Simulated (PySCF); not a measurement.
Isomers of C5H8N2, one GFN2-xTB conformer each. Single-point energies are computed at PBE0/pcSseg-1 (PySCF, gas phase, no added dispersion term), electronic only.

| SMILES | GFN2-xTB relative energy (kJ/mol) |
| --- | --- |
| Cc1nccn1C | 0.0 |
| CCc1ncc[nH]1 | 20.4 |

Conformers: `[CH3:1][CH2:2][c:3]1[n:4][cH:5][cH:6][nH:7]1` with C1–C2–C3–N4 -90°.

Question: What does PBE0/pcSseg-1 give for the same structures?

Answer: 
| SMILES | PBE0/pcSseg-1 E (Eh) | PBE0/pcSseg-1 (kJ/mol) | GFN2-xTB (kJ/mol) | point group |
| --- | --- | --- | --- | --- |
| CCc1ncc[nH]1 | -304.45924 | 0.0 | 20.4 | – |
| Cc1nccn1C | -304.45526 | 10.4 | 0.0 | Cs |

GFN2-xTB puts Cc1nccn1C lowest instead. As drawn, the lower has an N–H bond, which the higher lacks. Neighbours about 10 kJ/mol apart or less (CCc1ncc[nH]1 and Cc1nccn1C) can change places with a better method, another conformer or zero-point energy.

Question: Which frontier levels, dipoles and rotational constants go with these structures?

Answer: 
```csv
SMILES,"HOMO (eV, PBE0/pcSseg-1)",LUMO (eV),dipole (D),"A, B, C (MHz)"
CCc1ncc[nH]1,-6.38,0.81,3.58,"6729, 1981, 1729"
Cc1nccn1C,-6.24,0.97,4.11,"3966, 3366, 1863"
```

Question: As an exercise, what shares would exp(−E/RT) give at 2000 K from these electronic energies alone (no entropy, no degeneracies)?

Answer: RT = 16.629 kJ/mol: CCc1ncc[nH]1 65.2 %, Cc1nccn1C 34.8 %.
